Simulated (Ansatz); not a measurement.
**Molecular dynamics of BF4H**

Input:

```yaml
crystal:
  periodic: [false, false, false]
  atoms:
    - { symbol: F, position_ang: [-0.05897, -0.398973, -1.527808] }
    - { symbol: H, position_ang: [0.11543, 0.419997, -1.896586] }
    - { symbol: F, position_ang: [0.295049, 1.221143, 0.533949] }
    - { symbol: B, position_ang: [-0.016613, -0.018858, 0.82306] }
    - { symbol: F, position_ang: [0.929726, -0.881252, 1.060634] }
    - { symbol: F, position_ang: [-1.264722, -0.341956, 1.006752] }
basis:
  gaussian: { orbitals: "6-31G*" }
hamiltonian:
  xc: hf
md:
  timestep: 0.5
  n_steps: 300
  ensemble: nve
  temperature: 300.0
  initial_velocities: maxwell_boltzmann
  seed: 735601
scf:
  lower_state_search: "off"
```

Run as:

```bash
$ ansatz run input.yaml --threads 1 --pin off --max-ram 2048MiB --backend cpu --events-out ev --progress --plain --runs-dir out
```

It starts from a relaxed structure.

Output, in part (step lines, the closing report, with atoms numbered from 0):

```
md step     0: t =     0.00 fs  T =   300.0 K  F+E_penalty+E_count = -11516.06297921 eV  E_kin = 0.155112 eV  conserved = -11515.90786721 eV  (20 SCF iters)
md step     1: t =     0.50 fs  T =   297.8 K  F+E_penalty+E_count = -11516.06180832 eV  E_kin = 0.153994 eV  conserved = -11515.90781401 eV  (15 SCF iters)
md step     2: t =     1.00 fs  T =   292.1 K  F+E_penalty+E_count = -11516.05876477 eV  E_kin = 0.151053 eV  conserved = -11515.90771155 eV  (15 SCF iters)
md step     3: t =     1.50 fs  T =   285.7 K  F+E_penalty+E_count = -11516.05535280 eV  E_kin = 0.147725 eV  conserved = -11515.90762757 eV  (14 SCF iters)
md step     4: t =     2.00 fs  T =   280.8 K  F+E_penalty+E_count = -11516.05281419 eV  E_kin = 0.145194 eV  conserved = -11515.90762021 eV  (14 SCF iters)
md step     5: t =     2.50 fs  T =   277.7 K  F+E_penalty+E_count = -11516.05126503 eV  E_kin = 0.143574 eV  conserved = -11515.90769112 eV  (14 SCF iters)
md step     6: t =     3.00 fs  T =   274.4 K  F+E_penalty+E_count = -11516.04967151 eV  E_kin = 0.141887 eV  conserved = -11515.90778417 eV  (14 SCF iters)
md step     7: t =     3.50 fs  T =   268.5 K  F+E_penalty+E_count = -11516.04667968 eV  E_kin = 0.138848 eV  conserved = -11515.90783196 eV  (14 SCF iters)
[... lines left out ...]
md step   297: t =   148.50 fs  T =    57.2 K  F+E_penalty+E_count = -11515.93716865 eV  E_kin = 0.029570 eV  conserved = -11515.90759816 eV  (14 SCF iters)
md step   298: t =   149.00 fs  T =    63.4 K  F+E_penalty+E_count = -11515.94049607 eV  E_kin = 0.032797 eV  conserved = -11515.90769937 eV  (15 SCF iters)
md step   299: t =   149.50 fs  T =    69.8 K  F+E_penalty+E_count = -11515.94386202 eV  E_kin = 0.036073 eV  conserved = -11515.90778943 eV  (15 SCF iters)
md step   300: t =   150.00 fs  T =    73.6 K  F+E_penalty+E_count = -11515.94587605 eV  E_kin = 0.038066 eV  conserved = -11515.90781036 eV  (15 SCF iters)
Total energy: -11515.94587605 eV, -423.2032051563 hartree
Atom 0 at    -0.010434    -0.551706    -1.563770 Å, force    -0.137659     0.106168    -0.243419 eV/Å
Atom 1 at     0.117770    -1.438617    -1.748491 Å, force     0.025512     0.053563     0.125506 eV/Å
Atom 2 at     0.303503     1.340083     0.831220 Å, force    -0.668002     0.199266    -0.265328 eV/Å
Atom 3 at    -0.050979     0.089062     0.803777 Å, force     0.044029    -0.502456     0.644553 eV/Å
Atom 4 at     0.896089    -0.794517     0.823221 Å, force     0.716326    -0.617867     0.011344 eV/Å
Atom 5 at    -1.268645    -0.357691     0.985971 Å, force     0.019793     0.761326    -0.272656 eV/Å
Dipole moment:     0.027194    -0.381368    -0.258053 e Å
```

The steps, from the saved trajectory:

| time (fs) | T (K) | potential energy less start (eV) | conserved less start (meV/atom) |
| --- | --- | --- | --- |
| 0.0 | 300 | 0.000 | 0.00 |
| 5.0 | 233 | 0.035 | 0.04 |
| 10.0 | 161 | 0.072 | 0.04 |
| 15.0 | 99 | 0.104 | 0.02 |
| 20.0 | 119 | 0.094 | 0.03 |
| 25.0 | 162 | 0.072 | 0.05 |
| 30.0 | 217 | 0.043 | 0.02 |
| 35.0 | 215 | 0.044 | 0.01 |
| 40.0 | 171 | 0.067 | 0.04 |
| 45.0 | 116 | 0.095 | 0.04 |
| 50.0 | 99 | 0.104 | 0.01 |
| 55.0 | 121 | 0.093 | 0.04 |
| 60.0 | 169 | 0.068 | 0.04 |
| 65.0 | 234 | 0.034 | 0.01 |
| 70.0 | 217 | 0.043 | 0.02 |
| 75.0 | 163 | 0.071 | 0.05 |
| 80.0 | 110 | 0.098 | 0.03 |
| 85.0 | 139 | 0.083 | 0.01 |
| 90.0 | 185 | 0.060 | 0.05 |
| 95.0 | 258 | 0.022 | 0.03 |
| 100.0 | 240 | 0.031 | 0.01 |
| 105.0 | 174 | 0.065 | 0.03 |
| 110.0 | 112 | 0.098 | 0.05 |
| 115.0 | 121 | 0.093 | 0.02 |
| 120.0 | 154 | 0.075 | 0.02 |
| 125.0 | 192 | 0.056 | 0.05 |
| 130.0 | 212 | 0.046 | 0.02 |
| 135.0 | 182 | 0.061 | 0.01 |
| 140.0 | 118 | 0.094 | 0.04 |
| 145.0 | 59 | 0.125 | 0.04 |
| 150.0 | 74 | 0.117 | 0.01 |

All steps were run. The conserved energy stayed within 0.055 meV per atom of its start (net change 0.0095 meV per atom), so the integration is sound. The temperature averaged 0.52 of the 300 K drawn at the start: a run that starts near a minimum puts about half its kinetic energy into the potential. A run of 0.15 ps of so small a system gives no equilibrium averages.

The same pairs are bonded in the first frame and the last. Pairs count as bonded within 1.25 times the sum of covalent radii (0.12 Å more for H–H).

Last frame:

```xyz
6
Properties=species:S:1:pos:R:3
F -0.010 -0.552 -1.564
H 0.118 -1.439 -1.748
F 0.303 1.340 0.831
B -0.051 0.089 0.804
F 0.896 -0.794 0.823
F -1.269 -0.358 0.986
```

Time of the run: 3.1 min on 1 thread of Intel(R) Xeon(R) Platinum 8488C (Sapphire Rapids), on a shared host, peak memory 0.25 GiB.
